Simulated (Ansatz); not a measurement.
One geometry of the cluster Li4H⁺, several levels of theory.

```yaml
crystal:
  periodic: [false, false, false]
  atoms:
    - {symbol: Li, position_ang: [-0.101724, 1.456941, 0.553700]}
    - {symbol: Li, position_ang: [2.352005, -0.180203, -0.730494]}
    - {symbol: Li, position_ang: [-0.140326, -1.118154, 1.085476]}
    - {symbol: Li, position_ang: [-0.834394, -0.257816, -1.307092]}
    - {symbol: H, position_ang: [-1.275561, 0.099232, 0.398410]}
basis:
  gaussian: {orbitals: 6-31G}
total_charge: 1
hamiltonian: {xc: {name: B3LYP}, dispersion: d4}
scf: {omitted_lower_state_checks: [starts]}
output: {orbitals: {seedname: orbitals}}
```

The file start.molden holds the orbitals of an earlier run on this structure, at another level or in another basis.

```sh
$ ansatz run in.yaml --threads 4 --pin off --events-out ev --progress --plain --max-ram 3916MiB
```

Shortened log:

```
Functional definition: B3LYP
468 factors; their error is unknown
mean field evaluation 1: about -828.2591 eV, gradient 1.8e1 eV
mean field evaluation 2: about -829.6539 eV, gradient 8.4e0 eV
mean field evaluation 4: about -830.1253 eV, gradient 3.2e-2 eV
mean field evaluation 8: about -830.0888 eV, gradient 9.4e-4 eV
mean field -830.08878397 eV, -30.5052001565 hartree, gradient 1.3e-5 eV, S^2 0.000000; 0 other end points of the search recorded, 0 dependent functions left out
reference -830.08905583 eV, -30.5052101471 hartree; 6, 6 occupied and 32, 32 virtual orbitals, 468 factors
Total energy: -830.13519428 eV, -30.5069057039 hartree
Checks for a lower state left out: starts
```

It took 0.3 s on 4 threads of Arm Neoverse V2 on a shared host.

The first input with `gaussian: {orbitals: def2-TZVP, initial_orbitals: start.molden}` (abridged; 0.55 s):

```
Functional definition: B3LYP
mean field -830.42387769 eV, -30.5175146234 hartree, gradient 1.4e-5 eV, S^2 0.000000
Total energy: -830.47034017 eV, -30.5192220881 hartree
Checks for a lower state left out: starts
```

As the first input, with `gaussian: {orbitals: def2-SVP, initial_orbitals: start.molden}`, `hamiltonian: {xc: pbe0, dispersion: d4}` (abridged; 0.3 s):

```
Functional definition: PBE0
mean field -826.90085974 eV, -30.3880461019 hartree, gradient 5.5e-6 eV, S^2 0.000000
Total energy: -826.92461570 eV, -30.3889191175 hartree
Checks for a lower state left out: starts
```

First input, but with `hamiltonian: {xc: hf}` (abridged; 0.1 s):

```
Functional definition: HF
mean field -821.74816376 eV, -30.1986880174 hartree, gradient 4.5e-5 eV, S^2 0.000000
Total energy: -821.74816376 eV, -30.1986880174 hartree
Checks for a lower state left out: starts
```

First input, but with `gaussian: {orbitals: def2-TZVP, initial_orbitals: start.molden}`, `hamiltonian: {xc: hf}` (abridged; 0.1 s):

```
Functional definition: HF
mean field -822.01203796 eV, -30.2083852154 hartree, gradient 8.8e-6 eV, S^2 0.000000
Total energy: -822.01203796 eV, -30.2083852154 hartree
Checks for a lower state left out: starts
```

First input, but with `gaussian: {orbitals: def2-TZVP, initial_orbitals: start.molden}`, `hamiltonian: {xc: {name: CAM-B3LYP}, dispersion: d4}` (abridged; 0.7 s):

```
Functional definition: CAM-B3LYP
mean field -828.08181790 eV, -30.4314455137 hartree, gradient 2.7e-5 eV, S^2 0.000000
Total energy: -828.10654171 eV, -30.4323540969 hartree
Checks for a lower state left out: starts
```

First input, but with `gaussian: {orbitals: def2-TZVP, initial_orbitals: start.molden}`, `hamiltonian: {xc: hse06, dispersion: d4}` (abridged; 0.35 s):

```
Functional definition: HSE06
mean field -827.32371991 eV, -30.4035859264 hartree, gradient 2.1e-5 eV, S^2 0.000000
Total energy: -827.34621196 eV, -30.4044124941 hartree
Checks for a lower state left out: starts
```

Geometry: PBE0-D4/def2-TZVP.

B3LYP takes the VWN-RPA correlation. HSE06 is defined as in plane-wave codes, on full-range PBE exchange. The restricted singlet is unstable towards broken spin symmetry in Hartree–Fock (as tested in another run); at HF/6-31G this wasn't settled. At HF/def2-TZVP the restricted singlet is unstable: a solution with broken spin symmetry lies lower. The structure comes from a short search, and lower isomers may exist.
